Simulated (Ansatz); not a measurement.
Breaking a bond in AsF3 (arsenic trifluoride)

AsF3: 4 atoms, total charge 0, spin state singlet. SMILES: `F[As](F)F`. The coordinates come from a PBE0-D4/def2-TZVP relaxation.

```xyz
4

F    -0.4459    0.3956    1.3626
As   -0.4620   -0.4572   -0.1256
F     1.2040   -0.8659   -0.1127
F    -0.2962    0.9276   -1.1243
```

The As2–F4 distance is scanned; the parts on either side stay rigid. Basis STO-3G, 12 core orbitals frozen in the correlated methods; program Ansatz 0.2.0. FCI is exact within this basis and core. Energies in eV from each method's value at 1.715 Å; methods without a U are spin-restricted; a dash marks a point that is missing or didn't converge. The shape above is that at 1.715 Å.

| distance (Å) | revPBE | B3LYP | B2PLYP | CCSD | BCCD(T) | CCSDT(Q) | FCI |
| --- | --- | --- | --- | --- | --- | --- | --- |
| 1.715 | 0.00 | 0.00 | 0.00 | 0.00 | 0.00 | 0.00 | 0.00 |
| 2.144 | 0.85 | 1.17 | 1.28 | 0.97 | 0.95 | 0.93 | 0.93 |
| 2.573 | 2.59 | 3.19 | 3.23 | 2.23 | 2.08 | 2.10 | 2.10 |
| 3.431 | 4.54 | 5.50 | 4.33 | 2.85 | 2.42 | 2.58 | 2.60 |
| 4.288 | 4.96 | 6.03 | 3.24 | 2.89 | – | 2.58 | 2.61 |

Departure from the FCI curve at its largest: revPBE +2.35 eV at 4.29 Å; B3LYP +3.43 eV at 4.29 Å; B2PLYP +1.74 eV at 3.43 Å; CCSD +0.28 eV at 4.29 Å; BCCD(T) -0.18 eV at 3.43 Å; CCSDT(Q) -0.03 eV at 4.29 Å. The curve of B2PLYP turns over, which the reference doesn't. Restricted functionals keep the electrons paired too, and rise too high.
